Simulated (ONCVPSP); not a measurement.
## Ce (Z = 58): one change to an ONCV potential, before and after

cerium, optimised norm-conserving Vanderbilt (ONCV), made with ONCVPSP 4.0.1 (LDA (Perdew-Wang 92), fully relativistic). Core [Kr] 4d10, reference 4f1 5s2 5p6 5d1 6s2. Waves: 5s+6s: rc 2.55 bohr, ncon 4, nbas 7, qcut 5.9 1/bohr, 2 projectors; 5p: rc 2.35 bohr, ncon 4, nbas 7, qcut 7.4 1/bohr, 2 projectors, debl 4 Ha; 5d: rc 3.80 bohr, ncon 4, nbas 9, qcut 4.1 1/bohr, 2 projectors, debl 0.7 Ha; 4f: rc 1.60 bohr, ncon 5, nbas 9, qcut 10 1/bohr, 2 projectors, debl 2.8 Ha. Local part: polynomial inside 1.15 bohr (lpopt 5, dvloc0 4 Ha). Core correction: Teter function, parameters optimised by the program.

Open shells are filled in proportion to 2j + 1.

Change: local potential polynomial inside 1.15 bohr (lpopt 5, dvloc0 7 Ha).

Cutoffs: the cutoffs (Ha) at which the residual kinetic energy of the hardest occupied pseudo-wave falls to 1 and 0.1 mHa per electron; they do not see the model core or the augmentation charge, which bear on the density cutoff. Errors are all-electron minus pseudo energies relative to the spin-unpolarised reference configuration.

Question: How do hardness, ghosts and transferability respond?

Answer: The potential gets neither clearly harder nor softer (49 Ha and 116 Ha → 49 Ha and 116 Ha); the bound ghost in s disappears; the lowest positive-energy flag moves from d5/2 at 66.4 eV to s at 0.5 eV; the number of tests with a reliable result goes from 4 to 3; of the 3 tests that both files solve, the error grows in 1 and shrinks in 0 by more than 15 % and 0.3 meV (median size 1.7 → 2.2 meV). In the separable form a ghost depends on how the local part lies against the semilocal potential of the channel, so the choice of the local part can create or remove one.

```csv
quantity,base,changed
"cutoff, loose",49 Ha,49 Ha
"cutoff, tight",116 Ha,116 Ha
bound ghosts,s,none
GHOST(+) flags under 300 eV,"d5/2 at 66.4 eV, d3/2 at 79.7 eV, p3/2 at 154.1 eV, p1/2 at 165.5 eV","s at 0.5 eV, p3/2 at 180.0 eV, p1/2 at 206.8 eV"
"tests counted as reliable (solved cleanly; for ONCVPSP, near-neutral configurations with less than one 5d electron left out)",4 of 4,3 of 4
"error for 4f1 5s2 5p6 5d1 6s1, meV [ΔE 6.26 eV]",-0.6,-0.5
"error for 4f1 5s2 5p6 5d1 6s0, meV [ΔE 17.60 eV]",-4.9,-4.8
"error for 4f1 5s2 5p6 5d2 6s1, meV [ΔE 0.92 eV]",+1.7,+2.2
s: phases at 2.58 bohr within 0.05 rad from the reference energy up to (Ha; the scan ends near 5),4.2,4.4
p3/2: phases at 2.39 bohr within 0.05 rad from the reference energy up to (Ha; the scan ends near 5),to the end of the scan,to the end of the scan
p1/2: phases at 2.39 bohr within 0.05 rad from the reference energy up to (Ha; the scan ends near 5),to the end of the scan,to the end of the scan
d5/2: phases at 3.86 bohr within 0.05 rad from the reference energy up to (Ha; the scan ends near 5),2.1,2.3
d3/2: phases at 3.86 bohr within 0.05 rad from the reference energy up to (Ha; the scan ends near 5),2.3,2.4
f7/2: phases at 1.62 bohr within 0.05 rad from the reference energy up to (Ha; the scan ends near 5),to the end of the scan,to the end of the scan
f5/2: phases at 1.62 bohr within 0.05 rad from the reference energy up to (Ha; the scan ends near 5),to the end of the scan,to the end of the scan
"rms error of d²Exc/dni dnj with the model core, mHa",1.42,1.42
```

 A true bound ghost makes a file unfit for plane-wave use even where its test errors are small: the radial tests pick states by their node count and pass the ghost by.
